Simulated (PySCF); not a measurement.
Computed shifts of a molecule C₄H₁₂Ge, PBE0/pcSseg-1 (PySCF), GIAO, gas phase, atoms alike by connectivity averaged where their shifts nearly agree, in ppm (number of nuclei): ¹³C: 32.2 (3), 26.6 (1). ¹H: 4.15 (3), 1.43 (9). References: ⁷³Ge against GeH4 (σ = 1658.3 ppm); ¹³C against TMS (σ = 186.3 ppm); ¹H against TMS (σ = 31.56 ppm), references at their B3LYP-D3(BJ)/def2-TZVP geometries, non-relativistic. Geometry optimised at B3LYP-D3(BJ)/def2-SVP. One conformer was computed; it need not be the lowest.

Q: Identify the compound among the candidates.
(A) C[C](C)(C)[GeH3]
(B) C[CH2][GeH]([CH3])[CH3]
(C) CC[CH2][GeH2][CH3]
(D) C[CH2][GeH2][CH2]C

A: A, C[C](C)(C)[GeH3]
